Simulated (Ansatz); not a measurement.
`C[S][GeH]` + H–F → `[F][GeH]` + CH₃SH at 700 K and 1 bar (ligand exchange at a Ge–S bond).

Gas-phase electronic energies from Ansatz, PBE0-D4/def2-TZVP geometries. CCSD(T)/CBS is the MP2 limit (def2-TZVPP, def2-QZVPP) plus CCSD(T) − MP2 in def2-TZVPP, frozen cores. This one scheme is used for every species. For Ge outer-core shells are correlated without core-valence functions, which leaves a few kJ/mol of doubt a bond. Scalar relativity is left out up to krypton.

| species | CCSD(T)/CBS energy (Eh) | H − E (kJ/mol) | S (J/(mol·K)) |
| --- | --- | --- | --- |
| `C[S][GeH]` | -2514.34332 | 172.9 | 386.9 |
| H–F | -100.39570 | 45.2 | 198.5 |
| `[F][GeH]` | -2176.50038 | 48.7 | 290.8 |
| CH₃SH | -438.22835 | 160.2 | 309.0 |

H − E and S are ideal-gas, rigid-rotor, harmonic terms from PBE0-D4/def2-TZVP. 1 Eh = 2625.50 kJ/mol, R = 8.31446 J/(mol·K).

Question: By hand: ΔE, ΔH, ΔS and ΔG.

Answer: ΔE = (-2176.50038) + (-438.22835) − (-2514.34332) − (-100.39570) = 0.01029 Eh = 27.0 kJ/mol. Δ(H − E) = 48.7 + 160.2 − 172.9 − 45.2 = -9.2, so ΔH = 17.8 kJ/mol. ΔS = 290.8 + 309.0 − 386.9 − 198.5 = 14.4 J/(mol·K). ΔG = 17.8 − 700 × (14.4)/1000 = 7.7 kJ/mol.

Question: By hand: the equilibrium constant, and the temperature at which ΔG would vanish if ΔH and ΔS stayed fixed.

Answer: log₁₀ K = −ΔG/(RT ln 10) = -0.6. ΔG = 0 at ΔH/ΔS = 1236 K, though so small a ΔS makes that figure unsure.

TΔS isn't small against ΔH here. A doubt of 5 kJ/mol in ΔE shifts log₁₀ K by 0.4 here. These are equilibria of isolated gas molecules and say nothing of rates. Largest T1 diagnostic: 0.015 (customary marks: 0.02 for closed shells, 0.045 for open ones).
